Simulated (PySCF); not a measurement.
# Reading the logs of faulty runs: CGeH7NSi

Calculated results; nothing here was measured. They come from PySCF 2.14.0, an open-source quantum chemistry program, on an isolated molecule that a program drew, which may never have been made. The molecule is CGeH7NSi (charge 0, singlet), drawn as the SMILES string `[CH3][GeH2][Si]N`.

Each row is a Hartree-Fock (HF) and frozen-core CCSD(T) single point in the cc-pV(D+d)Z basis, meant for a local HF minimum. Run 1 is clean. Each other run has one planted mistake out of seven kinds, and not every kind appears here: one electron removed, one electron added, multiplicity raised by two, geometry at a saddle point, minimal basis STO-3G, one bond length entered in bohr, all coordinates scaled. The reference is restricted for singlets and unrestricted otherwise, and also for a bond in bohr. Adding or removing an electron swaps singlet and doublet. Electrons count all cores. HOMO and LUMO are orbital energies over both spins, the gradient is its largest component, and the lowest frequency (negative if imaginary) is given only where the gradient is small. Bond lengths are over the 10 bonds as drawn. T1 is the CCSD diagnostic: over 0.02 (restricted) or 0.045 (unrestricted) a single reference is doubtful. Germanium has the cc-pVDZ-PP basis, with a core potential (ECP10MDF) in place of its 10 inner electrons, and its 3s, 3p and 3d shells are frozen in CCSD(T).

Geometry of the clean run:
```xyz
11
CGeH7NSi, angstrom
C     1.2277   -1.9295    0.8873
Ge   -0.3999   -0.8035    0.9105
Si   -1.2877   -0.1672   -1.3109
N    -0.1175   -0.9535   -2.2693
H     1.0386   -2.8701    0.3642
H     2.0488   -1.4097    0.3876
H     1.5420   -2.1631    1.9064
H    -1.4888   -1.5554    1.7058
H    -0.0868    0.4701    1.7251
H    -0.1605   -0.9103   -3.2713
H     0.6687   -1.4952   -1.9633
```

| run | electrons | basis functions | <S^2> | HOMO (eV) | LUMO (eV) | gradient (hartree/bohr) | lowest frequency (cm^-1) | mean bond (Å) | longest bond (Å) | T1 | HF (hartree) | CCSD(T) (hartree) | mistake |
|---|---|---|---|---|---|---|---|---|---|---|---|---|---|
| 1 | 66 | 109 | 0.000 | -7.88 | 1.61 | 2.4e-05 | 47 | 1.4531 | 2.475 | 0.0150 | -678.70039 | -679.27873 | no fault |
| 2 | 67 | 109 | 0.770 | -0.09 | 8.07 | 3.8e-02 | - | 1.4531 | 2.475 | 0.0145 | -678.67136 | -679.25412 | one electron added |
| 3 | 66 | 109 | 2.013 | -6.48 | 0.47 | 3.3e-02 | - | 1.4531 | 2.475 | 0.0180 | -678.64790 | -679.20135 | multiplicity raised by two |
| 4 | 66 | 109 | 0.838 | -8.20 | 1.42 | 2.1e-02 | - | 1.5423 | 2.475 | 0.0511 | -678.56238 | -679.14677 | one bond length entered in bohr |
| 5 | 66 | 109 | 0.000 | -7.67 | 1.96 | 6.8e-02 | - | 1.3688 | 2.332 | 0.0132 | -678.66255 | -679.23015 | all coordinates scaled |
| 6 | 65 | 109 | 0.782 | -15.41 | -5.85 | 5.4e-02 | - | 1.4531 | 2.475 | 0.0193 | -678.44911 | -679.00127 | ? |

**Which mistake was planted in run 6, and what did it cost?**

It counts 65 electrons, one fewer than the clean run, at the same geometry and basis. So the mistake is: one electron removed. Subtracting run 1 and multiplying by 627.51 kcal/mol a hartree, the energy moved by 157.7 kcal/mol in HF and 174.1 kcal/mol in CCSD(T).

Cautions from the logs. Run 2: the added electron raises the CCSD(T) energy, so it isn't bound in this basis; run 4: T1 is over the limit, so its CCSD(T) energy is less reliable.
